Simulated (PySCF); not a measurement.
Isomers C6H7F3Si:

A. `C#C[Si@@H]1CC[C@H]1C(F)(F)F`
B. SMILES FC(F)=C(F)/C=C\[C@@H]1C[SiH2]1
C. SMILES C(=C\C(=C(F)F)F)/[C@@H]1C[SiH2]1
D. `FC(F)(F)CC1=C[SiH2]C=C1`

Spectrum 1. ¹³C{¹H} NMR (computed): δ 159.1 (CH), 158.8 (C), 137.0 (CH), 137.0 (CH), 134.7 (C), 44.8 (CH2).

Spectrum 2. ¹³C{¹H} NMR (computed): δ 167.4 (C), 143.7 (CH), 139.6 (C), 114.8 (CH), 20.2 (CH), 6.0 (CH2).

Spectrum 3. ¹³C{¹H} NMR (computed): δ 169.0 (C), 145.2 (CH), 142.0 (C), 112.4 (CH), 16.8 (CH), 7.9 (CH2).

Spectrum 4. ¹³C{¹H} NMR (computed): δ 139.1 (C), 108.0 (CH), 87.5 (C), 38.4 (CH), 21.5 (CH2), 15.0 (CH2).

[PySCF 2.14: GFN2-xTB geometry; GIAO PBE0/pcSseg-1 shieldings; fast rotation and ring inversion assumed for equivalent nuclei; in vacuum; non-relativistic; a single conformation]

Chemical shifts δ = σref − σ; ¹³C against TMS, all at this level. Splittings of carbon signals by F and P are missing where no couplings were computed. Shifts are as computed. Against solution values, carbons near 30 ppm lie about +3 ppm off and those near 130 ppm about +5 ppm. Of 1211 compounds with measured shifts, 218 miss one by over three times the rms of a fit or turn the order of signals round; such compounds aren't used in these exercises.

Question: Which spectrum belongs to which compound?

Answer: 1–D, 2–C, 3–B, 4–A.

- Spectrum 1 (D): 6 ¹³C signals; δC 159.1 is an alkene CH; δC 158.8 is a fully substituted alkene carbon.
- Spectrum 2 (C): 6 ¹³C signals; δC 143.7 is an alkene CH; δC 139.6 is a fully substituted alkene carbon.
- Spectrum 3 (B): 6 ¹³C signals; δC 145.2 is an alkene CH; δC 142.0 is a fully substituted alkene carbon.
- Spectrum 4 (A): 6 ¹³C signals; δC 139.1 is a CF3 carbon; δC 87.5 is an alkyne carbon.
